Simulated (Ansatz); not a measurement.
System: LaF3, charge 0, multiplicity 3. The spin state was set by rule; other spins were not relaxed. SMILES of the parent species: [F][La]([F])[F]
Structure (B3LYP-D3(BJ)/def2-TZVP (Ansatz, a first-principles code) minimum search):
```
La
F 1 2.2109
F 1 2.2109 2 99.51
F 1 2.2238 2 130.24 3 180.00
```
Charge 0, spin multiplicity 3.

Property: atomisation energy (electronic, to ground-state atoms), in kJ/mol. Cores are frozen in the correlated levels unless marked. UHF or UKS for open shells. No spin-orbit coupling. Frozen are the shells of the preceding noble gas and the d and f shells that filled before the atom's block. In def2 rows, elements after Kr have scalar-relativistic effective core potentials. 

| level | program | atomisation energy (kJ/mol) |
|---|---|---|
| BLYP-D4/def2-TZVPD | Ansatz + dftd4 | 1411.8 |
| PBE0-D3(BJ)/def2-TZVPD | Ansatz + dftd3 | 1271.9 |
| PBE0-D4/def2-TZVP | Ansatz + dftd4 | 1271.8 |
| BHLYP-D4/def2-TZVPD | Ansatz + dftd4 | 1125.7 |
| LC-wPBE/def2-TZVPD | Ansatz | 1271.0 |
| B2GP-PLYP-D3(BJ)/def2-TZVPD | Ansatz + dftd3 | 1191.9 |

The Hartree-Fock reference is unstable (checked in the largest basis), which strains HF and MP2.
